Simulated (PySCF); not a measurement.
Work out the structure from these simulated measurements.

Elements present: B, C, H and P. Monoisotopic mass: 154.1083 u.

- 1H NMR: chemical shifts (computed TMS as zero) by class: 7.63 (1 H), 6.79 (1 H), 6.00 (1 H), 5.99 (1 H), 1.08 (3 H), 1.07 (9 H) ppm [GIAO KT3/pcSseg-1]
- 13C NMR: chemical shifts (computed TMS as zero) by class: 134.3 (1 C), 127.8 (1 C), 121.7 (1 C), 118.4 (1 C), 36.9 (1 C), 28.9 (3 C) ppm [GIAO KT3/pcSseg-1]
- Dipole: 5.19 D [KT3/pcSseg-1]
- Rotational structure: rotational constants A, B, C: 1.524, 0.859, 0.775 GHz [PBE0-D3(BJ)/def2-SVP]
- NMR, other nuclei: isotropic shieldings of nuclei other than C and H, by class: 148 (1 B), 432 (1 P) ppm [GIAO KT3/pcSseg-1]

Electronic properties: PySCF, gas phase, density fitting. Levels stand in brackets. The structure is a single PBE0-D3(BJ)/def2-SVP conformer in the gas phase; no vibrational or solvent corrections. NMR values are class means; diastereotopic atoms form classes of their own.

Question: Which formula fits the mass and the elements?

Answer: C8H16BP (calculated 154.1083). No other formula that holds each of these elements comes within 0.0003 u with a fitting electron parity and a possible valence count.

Question: Propose a structure and show how it fits.

Answer: Numbering: `[BH3-:1][P@+:2]1([C:3]([CH3:4])([CH3:5])[CH3:6])[CH:7]=[C:8]1[CH:9]=[CH2:10]`. 8 carbons fall into 6 classes; from least to most shielded: fully substituted alkene carbon [C8] (134.3 ppm), terminal =CH2 carbon [C10] (127.8 ppm), alkene CH carbon [C9] (121.7 ppm), alkene CH carbon [C7] (118.4 ppm), chain sp3 carbon bound to phosphorus [C3] (36.9 ppm), methyl carbon [C4/C5/C6] (28.9 ppm, 3 C, up to 2.8 ppm apart in this geometry). Hydrogen classes from least to most shielded: 1 H on an alkene CH carbon, C7 (7.63 ppm), 1 H on an alkene CH carbon, C9 (6.79 ppm), 1 H on a terminal =CH2 carbon, C10 (6.00 ppm), 1 H on a terminal =CH2 carbon, C10 (5.99 ppm), 3 H on a four-coordinate boron, B1 (1.08 ppm, a mean of values up to 1.2 ppm apart in this geometry), 9 H on 3 methyl carbons, C4/C5/C6 (1.07 ppm, a mean of values up to 1.6 ppm apart in this geometry). The other shieldings belong to: 148 ppm, four-coordinate boron [B1]; 432 ppm, phosphorus bonded to B and 3 C [P2]. The optimised geometry has point group C1 and is an asymmetric top. Structure: `[BH3-][P@+]1(C(C)(C)C)C=C1C=C`. Computed isomers that give other values at the same levels: `[BH3-][P@+](CC)(CC#C)C1CC1` (rotational constant A: 1.264 GHz; this holds for the one conformer computed); `[BH3-][P@@H+]1C=CC(C(C)C)=C1C` (rotational constant A: 1.952 GHz; this holds for the one conformer computed). The assignments are read from this structure; whether some other isomer fits the data as well wasn't checked. The mirror image fits equally.

Conformer computed: `[BH3-:1][P@+:2]1([C:3]([CH3:4])([CH3:5])[CH3:6])[CH:7]=[C:8]1[CH:9]=[CH2:10]`: B1–P2–C3–C4 -175°, C7–C8–C9–C10 -178°.
